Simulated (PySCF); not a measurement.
Ionisation energy of Xe⁺ by level of theory

Xe⁺ [Kr] 4d10 5s2 5p5 (2P) → Xe²⁺ [Kr] 4d10 5s2 5p4 (3P), as a difference of total energies. Calculation: PySCF 2.14, in x2c-TZVPPall with one added diffuse shell each of s, p, d, f type (9s7p5d3f, 76 functions); the spin-free X2C one-electron Hamiltonian (Gaussian nucleus). Correlated levels: valence: [Kr] 4d10 frozen; valence and next inner shell: [Ar] 3d10 frozen. The calculations carry no spin-orbit coupling.

```
                            method  ionisation energy (eV)
                               UHF                  20.076
                               LDA                  21.390
                               PBE                  21.060
                              PBE0                  21.104
                            r2SCAN                  21.104
                             B97-3                  21.060
                             B3LYP                  21.209
                            M06-2X                  20.863
                     MP2 (valence)                  20.743
                 SCS-MP2 (valence)                  20.738
MP2 (valence and next inner shell)                  20.899
```

Q: Estimate what SCS-MP2 (valence and next inner shell) gives.

A: 20.845 eV, closest to M06-2X among the rows shown.

Q: Estimate what MN15 gives.

A: 21.032 eV, closest to PBE among the rows shown.

A first-order spin-orbit estimate (lowest level to lowest level, LS coupling) adds -0.042 eV.

Errors of the correlated levels include the incompleteness of this basis and the frozen core.

For comparison: 20.975 eV (semi-empirical (NIST evaluation); NIST Atomic Spectra Database, ionization energies).
